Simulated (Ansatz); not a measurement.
Geometry optimisation, RKS B3LYP-D4/6-31G* (Ansatz).

input.yaml

```yaml
crystal:
  periodic: [false, false, false]
  atoms:
    - { symbol: Al, position_ang: [0.020826, 0.724395, -0.557764] }
    - { symbol: H, position_ang: [0.045272, 0.060006, 2.123216] }
    - { symbol: "N", position_ang: [1.580393, -0.035221, -0.893991] }
    - { symbol: H, position_ang: [1.707103, -0.870323, -1.45034] }
    - { symbol: H, position_ang: [2.473983, 0.342179, -0.607126] }
    - { symbol: "N", position_ang: [-1.555777, 0.032112, -0.965589] }
    - { symbol: H, position_ang: [-1.731784, -0.90726, -1.297355] }
    - { symbol: H, position_ang: [-2.42288, 0.544823, -0.866506] }
    - { symbol: Cl, position_ang: [0.023268, 2.730079, 0.345438] }
    - { symbol: H, position_ang: [0.019397, 0.759609, 2.008018] }
basis:
  gaussian: { orbitals: "6-31G*" }
hamiltonian:
  xc: b3lyp
  dispersion: d4
relax:
  f_tol: 0.03
  max_steps: 50
```

Command:

```bash
$ ansatz run input.yaml --threads 1 --pin off --max-ram 2048MiB --backend cpu --events-out ev --progress --plain --runs-dir out
```

**Question.** Where does it end, and by what steps?

**Answer.** The run converged. The force dipped under the threshold on the way, but the program's further checks kept it going. After 11 steps the energy has fallen by 0.141 eV; H2 moved furthest, 0.60 Å.

| step | energy less start (eV) | largest force component (eV/Å) | accepted |
| --- | --- | --- | --- |
| 0 | 0.0000 | 1.483 | yes |
| 1 | -0.1126 | 0.354 | yes |
| 2 | -0.1298 | 0.299 | yes |
| 3 | -0.1376 | 0.062 | yes |
| 4 | -0.1307 | 0.445 | no |
| 5 | -0.1389 | 0.024 | yes |
| 6 | -0.1396 | 0.023 | yes |
| 7 | -0.1402 | 0.034 | yes |
| 8 | -0.1404 | 0.038 | yes |
| 9 | -0.1407 | 0.056 | yes |
| 10 | -0.1408 | 0.045 | yes |
| 11 | -0.1408 | 0.021 | yes |

```xyz
10
Properties=species:S:1:pos:R:3
Al 0.018 0.780 -0.723
H 0.038 -0.013 2.716
N 1.571 -0.009 -1.038
H 1.694 -0.933 -1.431
H 2.466 0.411 -0.826
N -1.554 0.060 -1.097
H -1.702 -0.857 -1.499
H -2.438 0.520 -0.919
Cl 0.044 2.717 0.139
H 0.024 0.704 2.516
```

Whether the end is a true minimum wasn't checked by a vibrational analysis.

The run took 20 s on 1 thread of AMD EPYC 9R45 96-Core Processor (Zen 5), with other jobs on the host, peak memory 0.18 GiB.
